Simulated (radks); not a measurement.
The numbers below are computed, except where a source is named.
Task: Radial electron density D(r) = 4 pi r^2 rho(r) of an atom or ion with 28 electrons. Code: a radial shooting solver on a logarithmic mesh with Libxc functionals. Model: scalar-relativistic Kohn-Sham, PBE, spin-polarised, spherical densities, finite nucleus; Fermi nuclear charge, rms radius of each element as measured or else 0.836 A^(1/3) + 0.57 fm.

| r (bohr) | D(r) (e/bohr) | spin D(r) |
|---|---|---|
| 0.001982 | 0.8441 | 0.000521 |
| 0.002602 | 1.386 | 0.000855 |
| 0.003388 | 2.218 | 0.00137 |
| 0.004447 | 3.549 | 0.00218 |
| 0.005837 | 5.572 | 0.00342 |
| 0.007662 | 8.530 | 0.00520 |
| 0.01006 | 12.64 | 0.00765 |
| 0.0131 | 17.76 | 0.0106 |
| 0.01719 | 23.89 | 0.0140 |
| 0.02256 | 29.91 | 0.0170 |
| 0.02961 | 34.24 | 0.0188 |
| 0.03856 | 35.27 | 0.0194 |
| 0.05062 | 32.74 | 0.0217 |
| 0.06644 | 29.01 | 0.0347 |
| 0.0872 | 28.61 | 0.0741 |
| 0.1145 | 33.78 | 0.159 |
| 0.149 | 39.69 | 0.309 |
| 0.1956 | 38.12 | 0.606 |
| 0.2568 | 27.43 | 1.21 |
| 0.3371 | 18.24 | 2.27 |
| 0.4389 | 18.71 | 3.44 |
| 0.5761 | 22.05 | 3.92 |
| 0.7562 | 18.47 | 3.19 |
| 0.9925 | 10.24 | 2.06 |
| 1.303 | 4.414 | 1.57 |
| 1.696 | 2.371 | 1.64 |
| 2.227 | 1.673 | 1.54 |
| 2.923 | 0.9556 | 0.939 |
| 3.836 | 0.3348 | 0.334 |
| 4.995 | 0.06964 | 0.0696 |
| 6.557 | 0.006627 | 0.00663 |
| 8.606 | 0.0002321 | 0.000232 |

What is the nuclear charge?

Result: Z = 29. The innermost maximum, from 1s, lies near gamma/Z bohr with gamma = sqrt(1 - (Z/c)^2) = 0.977, here 0.0337 bohr (found: 0.0365), and its height grows with Z. The density is that of the copper ion Cu+ in [Ar] 3d7 4s1 4p2; the configuration itself is not fixed sharply by these data, and Z only to about a unit. D(r) has 3 maxima, at r = 0.0365, 0.164, 0.590 bohr, and minima at 0.0780, 0.377 bohr, inside which lie 2.10, 10.82 electrons.
